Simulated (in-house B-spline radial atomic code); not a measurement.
Configurations of Cr IX (Cr8+), with energies counted from [Ne] 3s2 3p4. Computed with an all-electron radial atomic-structure program (B-spline basis): non-relativistic Hartree-Fock, spin-polarised, averaged over the determinants with the given up and down occupations, point nucleus. Shells without spins written out take the highest spin.

Occupations are held fixed; configurations that lie above the ionisation limit could autoionise.

```csv
configuration,E - E(ref) (eV),highest orbital,its <r> (bohr)
[Ne] 3s1 3p5,33.067,3p down,0.842
"[Ne] 3s(1 up, 0 down) 3p(3 up, 1 down) 3d(1 up, 0 down)",67.827,3d up,0.8172
[Ne] 3s1 3p4 4s1,128.42,4s up,1.732
[Ne] 3s1 3p4 4p1,138.92,4p up,1.811
```

Order these further configurations by energy, lowest first.
A. [He] 2s2 2p(3 up, 2 down) 3s2 3p(2 up, 3 down)
B. [Ne] 3s1 3p4 4f1
C. [Ne] 3s2 3p(2 up, 2 down)
D. [Ne] 3s1 3p4 4d1

C (3.03 eV), D (155 eV), B (165.16 eV), A (563.19 eV).
